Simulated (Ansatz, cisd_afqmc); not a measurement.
System: GeH3, charge -1, singlet. GeH3- (SMILES [GeH3-]).
B3LYP-D3(BJ)/def2-TZVP minimum from Ansatz (a program for electronic structure):
```xyz
4

Ge    -0.0301    -0.0444    -0.0555
H      0.6497    -0.6325     1.2988
H     -0.8841     1.0611     0.7755
H      1.1978     0.9923    -0.2995
```
Charge -1, spin multiplicity 1.

Total energies in aug-cc-pVDZ, 8 correlated electrons, 14 frozen orbitals. Open shells are spin-unrestricted; no spin-orbit coupling. Cores are frozen in correlated methods (noble-gas shells, and filled d and f shells in the p block). No relativity. AFQMC/CISD: phaseless, guided by CISD from CCSD amplitudes; bars are statistical, one sigma. Outlying blocks are dropped, and bars are widened where a walk drifts. Over all cases where full CI ran beside it in this data, AFQMC minus full CI had a median of +0.1 mEh and passed +0.4 mEh in a tenth of the cases.

| method | program | energy (Eh) | minus CCSDTQ (mEh) |
|---|---|---|---|
| HF | Ansatz | -2077.05057 | 160.79 |
| MP2 | Ansatz | -2077.17612 | 35.24 |
| CCSD | Ansatz | -2077.20583 | 5.53 |
| CCSD(T) | Ansatz | -2077.21028 | 1.07 |
| CCSDT(Q) | Ansatz | -2077.21133 | 0.03 |
| CCSDTQ | Ansatz | -2077.21136 | 0.00 |
| AFQMC/CISD | cisd_afqmc | -2077.2113 ± 0.0002 | 0.1 ± 0.2 |

Rough core times of Ansatz's runs on a shared machine: CCSD(T) under 20 s, CCSDT(Q) 30 s, CCSDTQ 20 min.
